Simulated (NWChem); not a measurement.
Program: NWChem. System: H₆B₃N₃, charge 0, spin multiplicity 1, displaced from the optimised geometry. Level: LDA (SVWN5)/def2-SVP.

Part of the output:

```
             Northwest Computational Chemistry Package (NWChem) 7.3.0
             --------------------------------------------------------

                                NWChem Input Module
                                -------------------

 Scaling coordinates for geometry "geometry" by  1.889725989
 (inverse scale =  0.529177249)

 Turning off AUTOSYM since
 SYMMETRY directive was detected!

                             Geometry "geometry" -> ""
                             -------------------------

 Output coordinates in angstroms (scale by  1.889725989 to convert to a.u.)

  No.       Tag          Charge          X              Y              Z
 ---- ---------------- ---------- -------------- -------------- --------------
    1 B                    5.0000     0.00000000     0.00000000     1.48573400
    2 N                    7.0000    -1.24934400     0.00000000     0.72129800
    3 B                    5.0000    -1.28672600     0.00000000    -0.74285800
    4 N                    7.0000     0.00000000     0.00000000    -1.44261100
    5 B                    5.0000     1.28672600     0.00000000    -0.74285800
    6 N                    7.0000     1.24934400     0.00000000     0.72129800
    7 H                    1.0000     0.00000000     0.00000000     2.72721500
    8 H                    1.0000    -2.15068400     0.00000000     1.24172100
    9 H                    1.0000    -2.36188300     0.00000000    -1.36359800
   10 H                    1.0000     0.00000000     0.00000000    -2.48345400
   11 H                    1.0000     2.36188300     0.00000000    -1.36359800
   12 H                    1.0000     2.15068400     0.00000000     1.24172100

 Effective nuclear repulsion energy (a.u.)     192.8515261385

            Nuclear Dipole moment (a.u.)
            ----------------------------
        X                 Y               Z
 ---------------- ---------------- ----------------
    -0.0000000000     0.0000000000    -0.0000151178

      Symmetry information
      --------------------

 Group name             C2v
 Group number             16
 Group order               4
 No. of unique centers     8

      Symmetry unique atoms

     1    2    3    4    7    8    9   10


 Summary of "ao basis" -> "" (spherical)
 ------------------------------------------------------------------------------
       Tag                 Description            Shells   Functions and Types
 ---------------- ------------------------------  ------  ---------------------
 *                          def2-svp                  on all atoms

                                 NWChem DFT Module
                                 -----------------

 Summary of "ao basis" -> "ao basis" (spherical)
 ------------------------------------------------------------------------------
       Tag                 Description            Shells   Functions and Types
 ---------------- ------------------------------  ------  ---------------------
 B                          def2-svp                 6       14   3s2p1d
 N                          def2-svp                 6       14   3s2p1d
 H                          def2-svp                 3        5   2s1p

 Summary of "ao basis" -> "ao basis" (spherical)
 ------------------------------------------------------------------------------
       Tag                 Description            Shells   Functions and Types
 ---------------- ------------------------------  ------  ---------------------
 B                          def2-svp                 6       14   3s2p1d
 N                          def2-svp                 6       14   3s2p1d
 H                          def2-svp                 3        5   2s1p

      Symmetry analysis of basis
      --------------------------

        a1         48
        a2         12
        b1         36
        b2         18

            General Information
            -------------------
          SCF calculation type: DFT
          Wavefunction type:  closed shell.
          No. of atoms     :    12
          No. of electrons :    42
           Alpha electrons :    21
            Beta electrons :    21
          Charge           :     0
          Spin multiplicity:     1
[...]
    19     -0.225050   2 N  py               75     -0.225050   6 N  py
     5     -0.201702   1 B  py               22      0.171057   2 N  py
    78      0.171057   6 N  py                8      0.120940   1 B  py
    33      0.100871   3 B  py               61      0.100871   5 B  py

 Vector   22  Occ=0.000000D+00  E=-3.152286D-02  Symmetry=b2
              MO Center= -2.8D-12,  3.9D-16,  5.7D-01, r^2= 3.9D+00
   Bfn.  Coefficient  Atom+Function         Bfn.  Coefficient  Atom+Function
  ----- ------------  ---------------      ----- ------------  ---------------
     8     -0.529555   1 B  py                5      0.491187   1 B  py
    50     -0.304125   4 N  py               36      0.264772   3 B  py
    64      0.264772   5 B  py               47      0.256757   4 N  py
    33     -0.245595   3 B  py               61     -0.245595   5 B  py
    22      0.152062   2 N  py               78      0.152062   6 N  py

 Vector   23  Occ=0.000000D+00  E=-3.151636D-02  Symmetry=a2
              MO Center=  2.8D-12,  6.6D-16, -5.7D-01, r^2= 3.9D+00
   Bfn.  Coefficient  Atom+Function         Bfn.  Coefficient  Atom+Function
  ----- ------------  ---------------      ----- ------------  ---------------
    36     -0.458611   3 B  py               64      0.458611   5 B  py
    33      0.425377   3 B  py               61     -0.425377   5 B  py
    22      0.263391   2 N  py               78     -0.263391   6 N  py
    19     -0.222361   2 N  py               75      0.222361   6 N  py
    10     -0.026135   1 B  d -2

 Vector   24  Occ=0.000000D+00  E= 2.981923D-02  Symmetry=a1
              MO Center= -3.8D-16,  1.7D-16, -4.5D-04, r^2= 8.7D+00
   Bfn.  Coefficient  Atom+Function         Bfn.  Coefficient  Atom+Function
  ----- ------------  ---------------      ----- ------------  ---------------
    91      0.757907   8 H  s               101      0.758088  10 H  s
   111      0.757907  12 H  s                17     -0.655680   2 N  s
    45     -0.655856   4 N  s                73     -0.655680   6 N  s
    51      0.222513   4 N  pz               21      0.192638   2 N  px
    77     -0.192638   6 N  px               90      0.161002   8 H  s

 center of mass
 --------------
 x =  -0.00000000 y =   0.00000000 z =  -0.00000011

 moments of inertia (a.u.)
 ------------------
         359.724512438681           0.000000000000           0.000000000000
           0.000000000000         719.461622686339           0.000000000000
           0.000000000000           0.000000000000         359.737110247658

     Multipole analysis of the density
     ---------------------------------

     L   x y z        total         alpha         beta         nuclear
     -   - - -        -----         -----         ----         -------
     0   0 0 0     -0.000000    -21.000000    -21.000000     42.000000

     1   1 0 0      0.000000      0.000000      0.000000     -0.000000
     1   0 1 0     -0.000000     -0.000000     -0.000000      0.000000
     1   0 0 1      0.000093      0.000054      0.000054     -0.000015

     2   2 0 0    -24.903470   -117.470576   -117.470576    210.037683
     2   1 1 0     -0.000000     -0.000000     -0.000000      0.000000
     2   1 0 1     -0.000000     -0.000000     -0.000000      0.000000
     2   0 2 0    -28.640956    -14.320478    -14.320478      0.000000
     2   0 1 1     -0.000000     -0.000000     -0.000000      0.000000
     2   0 0 2    -24.903359   -117.467523   -117.467523    210.031687

            General Information
            -------------------
          SCF calculation type: DFT
          Wavefunction type:  closed shell.
          No. of atoms     :    12
          No. of electrons :    42
           Alpha electrons :    21
            Beta electrons :    21
          Charge           :     0
          Spin multiplicity:     1
          Use of symmetry is: on ; symmetry adaption is: on
          Maximum number of iterations: 100
          AO basis - number of functions:   114
                     number of shells:    54
          Convergence on energy requested:  1.00D-06
          Convergence on density requested:  1.00D-05
          Convergence on gradient requested:  5.00D-04

              XC Information
              --------------
                        Slater Exchange Functional  1.000 local
                      VWN V Correlation Functional  1.000 local

             Grid Information
             ----------------
          Grid used for XC integration:  medium
          Radial quadrature: Mura-Knowles
          Angular quadrature: Lebedev.
          Tag              B.-S. Rad. Rad. Pts. Rad. Cut. Ang. Pts.
          ---              ---------- --------- --------- ---------
          B                   0.85       49          11.0       434
          N                   0.65       49          11.0       434
          H                   0.35       45          12.0       434
          Grid pruning is: on
          Number of quadrature shells:   376
          Spatial weights used:  Erf1

          Convergence Information
          -----------------------
          Convergence aids based upon iterative change in
          total energy or number of iterations.
          Levelshifting, if invoked, occurs when the
          HOMO/LUMO gap drops below (HL_TOL):  1.00D-02
          DIIS, if invoked, will attempt to extrapolate
          using up to (NFOCK): 10 stored Fock matrices.

                    Damping(70%)  Levelshifting(0.5)       DIIS
                  --------------- ------------------- ---------------
          dE  on:    start            ASAP                start
          dE off:   30 iters        100 iters           100 iters

      Screening Tolerance Information
      -------------------------------
          Density screening/tol_rho:  1.00D-10
          AO Gaussian exp screening on grid/accAOfunc:  14
          CD Gaussian exp screening on grid/accCDfunc:  20
          XC Gaussian exp screening on grid/accXCfunc:  20
          Schwarz screening/accCoul:  1.00D-08

                            NWChem DFT Gradient Module
                            --------------------------

  charge          =   0.00
  wavefunction    = closed shell

  Using symmetry

                         DFT ENERGY GRADIENTS

    atom               coordinates                        gradient
                 x          y          z           x          y          z
   1 B       0.000000   0.000000   2.807630    0.000000   0.000000   0.021179
   2 N      -2.360918   0.000000   1.363056   -0.013192   0.000000   0.007612
   3 B      -2.431560   0.000000  -1.403798   -0.018367   0.000000  -0.010579
   4 N       0.000000   0.000000  -2.726139    0.000000   0.000000  -0.015209
   5 B       2.431560   0.000000  -1.403798    0.018367   0.000000  -0.010579
   6 N       2.360918   0.000000   1.363056    0.013192   0.000000   0.007612
   7 H       0.000000   0.000000   5.153689    0.000000   0.000000   0.009512
   8 H      -4.064203   0.000000   2.346512   -0.012724   0.000000   0.007346
   9 H      -4.463312   0.000000  -2.576827   -0.008239   0.000000  -0.004756
  10 H       0.000000   0.000000  -4.693048    0.000000   0.000000  -0.014729
  11 H       4.463312   0.000000  -2.576827    0.008239   0.000000  -0.004756
  12 H       4.064203   0.000000   2.346512    0.012724   0.000000   0.007346

                 ----------------------------------------
                 |  Time  |  1-e(secs)   |  2-e(secs)   |
                 ----------------------------------------
                 |  CPU   |       0.01   |       2.70   |
                 ----------------------------------------
                 |  WALL  |       0.01   |       2.70   |
                 ----------------------------------------

 Task  times  cpu:       11.3s     wall:       11.3s

 Total times  cpu:       11.3s     wall:       11.3s
```

**Question.** Write an NWChem input that would produce this output.

**Answer.** This is not unique; one that fits is 
```
start mol
memory heap 200 mb stack 900 mb global 1100 mb
geometry units angstroms nocenter noautoz
  B      0.000000     0.000000     1.485734
  N     -1.249344     0.000000     0.721298
  B     -1.286726     0.000000    -0.742858
  N      0.000000     0.000000    -1.442611
  B      1.286726     0.000000    -0.742858
  N      1.249344     0.000000     0.721298
  H      0.000000     0.000000     2.727215
  H     -2.150684     0.000000     1.241721
  H     -2.361883     0.000000    -1.363598
  H      0.000000     0.000000    -2.483454
  H      2.361883     0.000000    -1.363598
  H      2.150684     0.000000     1.241721
  symmetry group C2v
end
basis spherical
  * library def2-svp
end
dft
  xc slater vwn_5
  semidirect memsize 60000000 filesize 0
  iterations 100
  convergence damp 70 ncydp 30
end
task dft gradient
```
